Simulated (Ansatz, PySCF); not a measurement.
CH4N2S, SMILES NC(N)=S. Atoms are numbered in the order given.

```xyz
8

N     -0.0052     1.1511     1.0401
C      0.0000     0.0000     0.3066
N      0.0052    -1.1511     1.0401
S      0.0000     0.0000    -1.3610
H      0.3141     1.1483     2.0032
H      0.1281     2.0060     0.5150
H     -0.3141    -1.1484     2.0032
H     -0.1281    -2.0060     0.5150
```

Coordinates come from a B3LYP-D3(BJ)/def2-SVP optimisation. The values are those of a single conformer.

Two levels are set side by side: PBE-D3(BJ)/def2-SVP (Ansatz, a program for electronic structure) and B3LYP-D3(BJ)/def2-SVP (PySCF). Each level has its own optimised geometry; the coordinates shown are those of the second. Frequencies come from the Hessian of PySCF at each geometry. Differences are taken from unrounded values.

| quantity | B3LYP-D3(BJ) | PBE-D3(BJ) | PBE-D3(BJ) minus B3LYP-D3(BJ) |
|---|---|---|---|
| mean bond length (Å) | 1.207 | 1.215 | 0.007 |
| bond N1–C2 (Å) | 1.365 | 1.373 | 0.008 |
| bond C2–N3 (Å) | 1.365 | 1.373 | 0.008 |
| bond C2–S4 (Å) | 1.668 | 1.672 | 0.004 |
| bond N1–H5 (Å) | 1.015 | 1.023 | 0.008 |
| bond N1–H6 (Å) | 1.012 | 1.020 | 0.008 |
| bond N3–H7 (Å) | 1.015 | 1.023 | 0.008 |
| bond N3–H8 (Å) | 1.012 | 1.020 | 0.008 |
| highest harmonic wavenumber (cm⁻¹) | 3697 | 3612 | -85 |
| mean harmonic wavenumber (cm⁻¹) | 1484 | 1449 | -35 |
| zero-point energy (kcal/mol) | 38.19 | 37.28 | -0.91 |

Exact exchange shortens and stiffens bonds; PBE has none. Differences between two approximate levels are no errors against the true value.
